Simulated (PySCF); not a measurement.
## A small calculation by hand: chemical shift, span and skew from a shielding tensor

SiBr₂F₂, SMILES F[Si](F)(Br)Br. Atoms are numbered in the order given.

```xyz
5

F      0.0000    -1.2872     1.6148
Si     0.0000     0.0000     0.6633
F      0.0000     1.2872     1.6148
Br    -1.8089     0.0000    -0.5479
Br     1.8089     0.0000    -0.5479
```
Charge 0, spin multiplicity 1.

Geometry optimised at PBE0-D3(BJ)/def2-SVP.

GIAO shieldings from PySCF with PBE/pcSseg-1, non-relativistic, no solvent. The symmetric part of the tensor of F1 has the principal values 186.0, 195.5, 334.3 ppm. The same nucleus in CFCl3 has σ = 133.6 ppm at this level (PySCF, at its B3LYP-D3(BJ)/def2-TZVP geometry). Without spin–orbit terms, shifts of atoms bonded to Cl or Br come out too high.

**Question.** Work out the isotropic shielding, the ¹⁹F shift against CFCl3, the span and the skew.

**Answer.** 
σ(iso) = (σ11 + σ22 + σ33)/3 = 238.6 ppm. δ = σ(ref) − σ(iso) = 133.6 − (238.6) = -105.0 ppm.
Span Ω = σ33 − σ11 = 148.3 ppm. Skew κ = 3(σ(iso) − σ22)/Ω = 0.87. Tumbling in solution averages the tensor to δ; in a static solid the shielding alone would spread this spin-1/2 line over Ω.
